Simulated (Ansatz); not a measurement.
Cl⁻ ··· HCl

The pair of Cl⁻ (SMILES [Cl-], atom 1) and HCl (SMILES Cl, atoms 2–3), both closed shells, in one local arrangement (a lower one may exist), relaxed at PBE0-D4/def2-TZVPD:

Cl1  (-0.085, -0.016, -1.561)
Cl2  (0.085, 0.016, 1.561)
H3  (0.000, 0.000, 0.000)
(Å)

Computed with Ansatz 0.2.0 (basis: def2-TZVPPD, with def2-QZVPPD for the basis limit); correlated methods freeze the cores. B3LYP uses VWN-RPA correlation. Extrapolation: Hartree–Fock as exp(−7.88 √X), correlation as X^−2.97. Interaction energies count from these two fragments, frozen as in the pair, with the counterpoise correction; negative means bound.

(1) What is the interaction energy by CCSD(T) at an estimated basis limit (MP2 extrapolated from triple and quadruple zeta, plus CCSD(T) − MP2 in triple zeta)? (An estimate is asked for; the value comes from the calculation.)

(2) Which atoms make the shortest contact between the fragments?

No T1 diagnostic of these runs exceeds 0.008.

Results:

(1) The calculation gives: -41.61 kcal/mol. Hartree–Fock alone gives -36.79 kcal/mol at the basis limit. It counts from the two fragments frozen as in the pair.

The same quantity by other methods in triple zeta, and each one's difference from that estimate:
| method | E_int (kcal/mol) | difference |
| --- | --- | --- |
| PBE-D4 | -45.28 | -3.67 |
| revPBE-D4 | -44.04 | -2.43 |
| BLYP-D4 | -41.82 | -0.21 |
| r2SCAN-D4 | -46.32 | -4.71 |
| B97M-V | -43.50 | -1.90 |
| PBE0-D4 | -45.85 | -4.24 |
| B3LYP-D4 | -42.99 | -1.39 |
| HSE06-D4 | -45.95 | -4.34 |
| wB97X-V | -43.15 | -1.54 |
| wB97M-V | -42.04 | -0.44 |
| B2PLYP | -41.88 | -0.27 |
| HF | -36.76 | 4.85 |
| MP2 | -42.83 | -1.22 |
| CCSD | -38.68 | 2.93 |
| CCSD(T) | -39.54 | 2.07 |
Differences are method less estimate.

(2) Cl1 and H3, 1.56 Å apart.

Energy to bend the free fragments (PBE0-D4 minima) into their shapes in the pair, CCSD(T)/def2-TZVPPD: HCl 18.92 kcal/mol. This must be added to the interaction energy to get the binding energy from relaxed fragments.

Basis-set superposition shift (counterpoise-corrected less uncorrected): CCSD(T) 1.97; MP2 1.90; HF 0.11; PBE0-D4 0.20; wB97M-V 0.17 kcal/mol.

For scale, one of the runs: CCSD(T)/def2-TZVPPD, 119 basis functions, launched by `ansatz run in.yaml --threads 2 --pin off --events-out ev --progress --plain --max-ram 5222MiB`. The run took about 2 s on 2 CPU threads (shared host).
